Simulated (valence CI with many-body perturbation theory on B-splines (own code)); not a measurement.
**Pb⁹⁺: calculated level list**

Computed by relativistic CI+MBPT: five valence electrons over a frozen Dirac-Fock core [Xe] 4f14, radial functions for each j: 7 s, 7 p, 8 d, 6 f, 4 g, 1 h, with the one-electron correlation potential Σ1, the two-electron term Σ2, the three-electron term Σ3, Breit, model QED; selected CI, second order for the rest, scaled by the run's own slope (own B-spline code, finite nucleus).

No measured levels were compared; by estimate terms of the open shell hold to 2 to 4 % of their energy, and close levels can change places. Among the levels kept, up to 480 cm⁻¹ of a level comes from second order outside the variational space, and about a tenth of that is noise between levels of different J, which matters for small intervals. Only levels of the ground parity were solved; by the run's estimate the other parity begins above the list, which can be wrong where configurations are misplaced.

Levels 1 to 32 of 32, with energies above the lowest level, (5d3/2^4 5d5/2) J=5/2 [a]. "Leading %" is the weight of the configuration and term that name the level; weights of strongly mixed levels are sums over their largest components and can fall short, so below about 35 % the name and the second component can differ from the true leading terms, or belong to a minority configuration. In the jj column 3d3/2^4 stands for four electrons in 3d with j = 3/2. Lifetimes count E1, E2, E3, M1 and M2 decay at the calculated energies, and are blank where another channel may lead or the interval is too uncertain; long ones can be off by a factor of two.

```csv
No.,Configuration,Term,J,E (eV),Leading %,Leading jj,Lifetime,Second component
1,5d5,6S,5/2,0.000,57,5d3/2^4 5d5/2 (50 %),,26 % 5d5 4P
2,5d5,2F,5/2,2.546,25,5d3/2^4 5d5/2 (43 %),4.87 ms,25 % 5d5 4G
3,5d5,4G,7/2,4.119,48,5d3/2^3 5d5/2^2 (94 %),9.39 ms,20 % 5d5 4D
4,5d5,4D,3/2,4.287,45,5d3/2^3 5d5/2^2 (92 %),2.28 ms,36 % 5d5 4P
5,5d5,4G,11/2,4.461,56,5d3/2^3 5d5/2^2 (88 %),,29 % 5d5 2H
6,5d5,4G,9/2,4.823,60,5d3/2^3 5d5/2^2 (76 %),243 ms,16 % 5d5 4F
7,5d5,4D,5/2,4.864,36,5d3/2^3 5d5/2^2 (61 %),4.71 ms,31 % 5d5 4G
8,5d5,4P,1/2,5.227,55,5d3/2^3 5d5/2^2 (69 %),57.1 ms,29 % 5d5 4D
9,5d5,4D,7/2,6.007,24,5d3/2^3 5d5/2^2 (68 %),15.3 ms,22 % 5d5 4F
10,5d5,2D,5/2,6.396,38,5d3/2^2 5d5/2^3 (50 %),1.71 ms,16 % 5d5 4P
11,5d5,4D,7/2,7.002,37,5d3/2^2 5d5/2^3 (74 %),4.49 ms,22 % 5d5 2F
12,5d5,2I,11/2,7.182,60,5d3/2^2 5d5/2^3 (90 %),5.02 ms,33 % 5d5 4G
13,5d5,2D,3/2,7.302,50,5d3/2^3 5d5/2^2 (52 %),7.22 ms,24 % 5d5 4D
14,5d5,4D,1/2,7.500,69,5d3/2^2 5d5/2^3 (90 %),2.93 ms,22 % 5d5 4P
15,5d5,2G,9/2,7.558,46,5d3/2^2 5d5/2^3 (77 %),5.35 ms,34 % 5d5 4G
16,5d5,4P,3/2,7.901,50,5d3/2^2 5d5/2^3 (88 %),1.16 ms,36 % 5d5 4F
17,5d5,2I,13/2,7.985,99,5d3/2^2 5d5/2^3 (99 %),23.0 ms,
18,5d5,2F,5/2,8.241,39,5d3/2^2 5d5/2^3 (82 %),2.17 ms,18 % 5d5 4D
19,5d5,2H,9/2,9.150,51,5d3/2^2 5d5/2^3 (98 %),1.56 ms,46 % 5d5 4F
20,5d5,2G,7/2,9.358,60,5d3/2^2 5d5/2^3 (96 %),6.82 ms,33 % 5d5 2F
21,5d5,4F,5/2,9.480,52,5d3/2^2 5d5/2^3 (86 %),1.67 ms,22 % 5d5 2F
22,5d5,2D,3/2,10.069,78,5d3/2^2 5d5/2^3 (52 %),3.78 ms,15 % 5d5 4F
23,5d5,4P,5/2,10.407,32,5d3/2 5d5/2^4 (74 %),726 μs,31 % 5d5 2F
24,5d5,2F,7/2,10.415,52,5d3/2^2 5d5/2^3 (76 %),2.31 ms,33 % 5d5 2G
25,5d5,2S,1/2,10.487,60,5d3/2^2 5d5/2^3 (51 %),1.66 ms,21 % 5d5 4P
26,5d5,2G,9/2,11.355,55,5d3/2^2 5d5/2^3 (66 %),3.25 ms,25 % 5d5 2H
27,5d5,4F,7/2,11.503,37,5d3/2 5d5/2^4 (92 %),1.05 ms,31 % 5d5 2F
28,5d5,2H,11/2,11.927,64,5d3/2 5d5/2^4 (96 %),1.10 ms,25 % 5d5 2I
29,5d5,2D,3/2,12.239,61,5d3/2 5d5/2^4 (74 %),791 μs,18 % 5d5 4D
30,5d5,2D,5/2,13.067,67,5d3/2 5d5/2^4 (76 %),973 μs,23 % 5d5 2F
31,5d5,2G,9/2,13.311,84,5d3/2 5d5/2^4 (62 %),1.60 ms,7 % 5d5 2H
32,5d5,2D,5/2,13.729,53,5d3/2^2 5d5/2^3 (46 %),1.25 ms,28 % 5d5 2F
```

The ionisation energy to 5d4 3P_0 of the next ion comes out as 159.55 eV (NIST: 158 ± 2.2 eV (theoretical)). All 32 levels together are meant to be complete up to 13.827 eV.
